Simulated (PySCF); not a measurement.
Ge(F)2 anion (F2Ge), SMILES [F][Ge][F] (connectivity only; charge and spin as stated), charge -1, multiplicity 2.

Coordinates come from a B3LYP-D3(BJ)/def2-SVPD optimisation. The multiplicity is an assumed one; other spin states were not compared. The isomer is the one that the SMILES or the coordinates give; other isomers of the formula were not compared.

All values below come from B3LYP-D3(BJ)/def2-SVPD run with PySCF 2.14.0.

Frequencies are harmonic and unscaled.

| mode | ν (cm⁻¹) | IR (km/mol) | moving atoms (share of kinetic energy) |
|---|---|---|---|
| 1 | 202 | 2.3 | F 87 %, Ge 13 % |
| 2 | 472 | 142.0 | F 78 %, Ge 22 % |
| 3 | 507 | 129.1 | F 78 %, Ge 22 % |
